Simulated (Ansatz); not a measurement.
`NB(S)Cl`, relaxed with RKS PBE-D4/def2-SVP in Ansatz from a rough embedded geometry. The force threshold is 0.03 eV/Å; the program also tests the step.

Charge 0, multiplicity 1.

Start:

```xyz
7

N     0.587    1.035   -0.238
B     0.214   -0.185    0.494
S    -0.442   -1.636   -0.455
Cl    0.292   -0.283    2.287
H    -0.208    1.425   -0.758
H     1.364    0.824   -0.942
H    -1.807   -1.180   -0.387
```

```tsv
step	energy (eV)	largest force (eV/Å)	largest move (Å)
1	-25553.4131	1.515	0.000
2	-25553.4607	1.652	0.195
3	-25553.5763	0.714	0.104
4	-25553.6895	0.879	0.200
5	-25553.8353	1.208	0.196
6	-25554.1046	1.390	0.200
7	-25554.3173	1.479	0.194
8	-25554.5818	0.919	0.200
9	-25554.6768	0.923	0.199
10	-25554.7521	1.116	0.195
11	-25554.8804	0.885	0.200
12	-25554.9439	0.313	0.200
13	-25554.9728	0.308	0.194
14	-25554.9780	0.113	0.050
15	-25554.9798	0.017	0.022
```

End:

```xyz
7

N     0.327    0.863   -0.335
B     0.008   -0.175    0.556
S    -0.760   -1.764    0.088
Cl    0.365    0.031    2.294
H     0.757    1.729   -0.013
H     0.155    0.826   -1.339
H    -0.852   -1.509   -1.249
```

Run time 15 s (2 threads of a server CPU on a shared host); peak host memory 0.34 GiB.
